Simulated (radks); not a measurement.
The numbers below are computed, except where a source is named.
The samarium ion Sm3+, configuration [Xe] 4f3.5 5d1 6p0.5 (fractional occupations, a model configuration).

Level of theory: scalar-relativistic Kohn-Sham, PBE, spin-polarised, spherical densities, point nucleus; open shells are filled with parallel spins first (spin-orbit coupling, left out, can overturn this in heavy ions) (a radial shooting solver on a logarithmic mesh with Libxc functionals).

Energy parts (Ry):
total: -20850.0056
kinetic: 22290.2230
electron-nucleus: -50567.7547
Hartree: 7894.7712
exchange-correlation: -467.2452

Orbitals (lengths in bohr, moments of r in powers of bohr):
| orbital | occ. | eigenvalue (Ry) | <r^2> | <1/r> |
|---|---|---|---|---|
| 1s up | 1 | -3434.219 | 0.0007047 | 68.83 |
| 1s down | 1 | -3434.218 | 0.0007047 | 68.83 |
| 2s up | 1 | -564.0518 | 0.01111 | 15.93 |
| 2s down | 1 | -564.0461 | 0.01111 | 15.93 |
| 2p up | 3 | -503.4708 | 0.008920 | 14.95 |
| 2p down | 3 | -503.4663 | 0.008920 | 14.95 |
| 3s up | 1 | -126.4725 | 0.07430 | 5.826 |
| 3s down | 1 | -126.3705 | 0.07422 | 5.830 |
| 3p up | 3 | -107.5394 | 0.07442 | 5.491 |
| 3p down | 3 | -107.4377 | 0.07432 | 5.495 |
| 3d up | 5 | -81.89988 | 0.06284 | 5.210 |
| 3d down | 5 | -81.81993 | 0.06273 | 5.214 |
| 4s up | 1 | -27.98513 | 0.3748 | 2.460 |
| 4s down | 1 | -27.73703 | 0.3748 | 2.459 |
| 4p up | 3 | -21.72661 | 0.4213 | 2.268 |
| 4p down | 3 | -21.48045 | 0.4215 | 2.267 |
| 4d up | 5 | -12.93867 | 0.5050 | 2.003 |
| 4d down | 5 | -12.69484 | 0.5060 | 2.001 |
| 4f up | 3.5 | -3.42051 | 0.8525 | 1.528 |
| 4f down | 0 | -3.18918 | 0.8768 | 1.517 |
| 5s up | 1 | -5.86704 | 1.996 | 0.9969 |
| 5s down | 1 | -5.70989 | 2.017 | 0.9897 |
| 5p up | 3 | -4.21893 | 2.589 | 0.8651 |
| 5p down | 3 | -4.08059 | 2.622 | 0.8580 |
| 5d up | 1 | -2.15507 | 4.725 | 0.6329 |
| 5d down | 0 | -2.04383 | 4.806 | 0.6261 |
| 6p up | 0.5 | -1.41637 | 14.18 | 0.3585 |

The highest occupied level is 6p up at -19.271 eV. The configuration is held as typed, so some empty levels lie below it. Summed over all electrons, <r^2> = 44.08 bohr^2, which gives a Langevin (diamagnetic) susceptibility term of -34.9 x 10^-6 cm^3/mol.
